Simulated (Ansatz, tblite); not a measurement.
Spin states of Li4N⁺ (the lowest singlet isomer of a short search), each relaxed with B3LYP-D4/def2-TZVP in Ansatz. Electronic energies in the gas phase.

The xTB rows come from tblite. B3LYP takes the VWN-RPA correlation. HSE06 is defined as in plane-wave codes, on full-range PBE exchange. Correlated methods freeze 1 core orbital; core or outer-core shells of Li are correlated, in sets that lack core-valence functions. The structure comes from a short search, and lower isomers may exist.

Singlet geometry (Td within 0.1 Å):

```xyz
5

Li   -1.708   -0.378   -0.323
Li    0.154    0.708    1.625
Li    0.965   -1.492   -0.091
Li    0.589    1.162   -1.211
N     0.000    0.000    0.000
```

Triplet geometry:

Cartesian coordinates in Å:
```
Li 0.7774 0.7677 1.5641
Li 0.6803 -0.6169 -1.6492
Li -0.5284 -1.6793 0.7119
Li -0.9311 1.5244 -0.6396
N 0.0017 0.0040 0.0128
```

Quintet geometry (D2d within 0.1 Å):

Cartesian coordinates in Å:
```
Li -1.329 -0.970 1.485
Li 0.488 0.747 2.043
Li 1.265 -0.844 -1.620
Li -0.428 1.058 -1.909
N 0.004 0.008 0.001
```

⟨S²⟩: triplet 2.00 at PBE0-D4/def2-TZVP (pure 2.00), quintet 6.01 at PBE0-D4/def2-TZVP (pure 6.00).

Only these spin states were relaxed. The triplet has other bonds than the singlet, so the gap mixes isomer and spin. The quintet has other bonds than the singlet, so the gap mixes isomer and spin.

Question: Estimate which spin state lies lowest at each of these levels, and by how much: GFN1-xTB; GFN2-xTB; HF/STO-3G; HF/def2-TZVP; HF/def2-TZVPP; PBE-D4/def2-TZVP; BLYP-D4/def2-TZVP; r2SCAN-D4/def2-TZVP; B3LYP-D4/def2-TZVP; PBE0-D4/def2-TZVP; r2SCAN0-D4/def2-TZVP; HSE06-D4/def2-TZVP; CAM-B3LYP-D4/def2-TZVP; RPA@PBE/def2-TZVP; MP2/def2-TZVP; MP2/def2-TZVPP; CCSD/def2-TZVPP; CCSD(T)/def2-TZVPP.

Answer: 
| level | triplet − singlet (kJ/mol) | quintet − singlet (kJ/mol) | lowest of these |
| --- | --- | --- | --- |
| GFN1-xTB | 264.6 | 580.6 | singlet |
| GFN2-xTB | 187.2 | 554.4 | singlet |
| HF/STO-3G | 169.1 | 320.3 | singlet |
| HF/def2-TZVP | 99.8 | 265.1 | singlet |
| HF/def2-TZVPP | 100.5 | 262.5 | singlet |
| PBE-D4/def2-TZVP | 225.4 | 562.5 | singlet |
| BLYP-D4/def2-TZVP | 218.4 | 570.8 | singlet |
| r2SCAN-D4/def2-TZVP | 218.1 | 542.2 | singlet |
| B3LYP-D4/def2-TZVP | 214.8 | 554.1 | singlet |
| PBE0-D4/def2-TZVP | 213.5 | 528.3 | singlet |
| r2SCAN0-D4/def2-TZVP | 205.6 | 515.0 | singlet |
| HSE06-D4/def2-TZVP | 212.7 | 530.0 | singlet |
| CAM-B3LYP-D4/def2-TZVP | 227.2 | 560.8 | singlet |
| RPA@PBE/def2-TZVP | 196.8 | 513.1 | singlet |
| MP2/def2-TZVP | 266.7 | 586.4 | singlet |
| MP2/def2-TZVPP | 272.1 | 592.5 | singlet |
| CCSD/def2-TZVPP | 219.2 | 519.2 | singlet |
| CCSD(T)/def2-TZVPP | 231.7 | 544.3 | singlet |

Change of the quintet − singlet gap on mixing in exact exchange, in kJ/mol: PBE to PBE0 (25 % exact exchange) -34.3; BLYP to B3LYP (20 % exact exchange) -16.7; r2SCAN to r2SCAN0 (25 % exact exchange) -27.2. The xTB methods have no spin-polarisation term.
